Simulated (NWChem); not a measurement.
Species: CH$_{4}$OSi, singlet; SMILES [Si](O)C

```xyz
7

Si     0.6692     0.1171     0.0007
C     -0.4345    -1.4432     0.0013
H     -0.2457    -2.0273    -0.9276
H     -1.5163    -1.2067     0.0676
H     -0.1482    -2.1122     0.8427
O     -0.5786     1.2730     0.0007
H     -0.2221     2.1817    -0.0053
```
Atoms are numbered in this order, from 1.

Low-valent species are run as closed-shell singlets; no triplet was tried in these runs. The geometry was optimised at PBE-D3(BJ)/def2-SVP. B3LYP is NWChem's, with the RPA form of VWN correlation.

 States above −ε(HOMO) = 6.2 eV lie in this functional's continuum and hang on the basis.

Q: List the 4 lowest vertical singlet excitations from B3LYP/def2-SVPD, TDA (NWChem).

A: 
```
state  energy (eV)  oscillator strength  leading excitation (squared amplitude)
-----  -----------  -------------------  --------------------------------------
S1            3.56                0.051                      HOMO → LUMO (0.96)
S2            5.28                0.089                    HOMO → LUMO+1 (0.96)
S3            6.11                0.114                    HOMO → LUMO+2 (0.96)
S4            6.68                0.159                    HOMO → LUMO+3 (0.93)
```
